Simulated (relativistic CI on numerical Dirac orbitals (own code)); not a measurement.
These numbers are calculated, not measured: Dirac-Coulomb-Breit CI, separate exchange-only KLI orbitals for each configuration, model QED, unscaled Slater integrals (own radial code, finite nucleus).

The strongest absorption lines from the ground level of an ion, among the configurations computed and to levels below about 1890 eV (vacuum wavelength in Å, gf): 20.551 (0.13), 20.971 (0.82), 22.279 (1), 31.735 (0.1), 33.979 (1.1), 34.130 (0.81), 34.439 (0.36), 34.467 (0.29).

Which ion is it?
A. Eu XLIV
B. Lu LII
C. Lu L
D. Lu LIV

B. Lu LII has 20 electrons and the ground level 3s2 3p6 3d2 3F_2; the strongest line goes to 3s2 3p5 3d3 3G°_3. The pattern of lines fixes the number of electrons, and along that sequence the line energies rise steadily with the charge (about as its square where n changes within one kind of shell, about linearly where n is kept but much faster in heavy ions where fine structure, which grows about as Z⁴, sets the gap, and irregularly where shells cross), which fixes Z. Configurations outside the model, such as inner-shell arrays, can give stronger lines. At this charge energies of transitions that change n are usually good to better than 1 %, and those within a shell (Δn = 0) to a few per cent.

LS names give the leading component of a level, which can be under half, so a name can repeat, a term be missing and a line seem to break the LS rules.
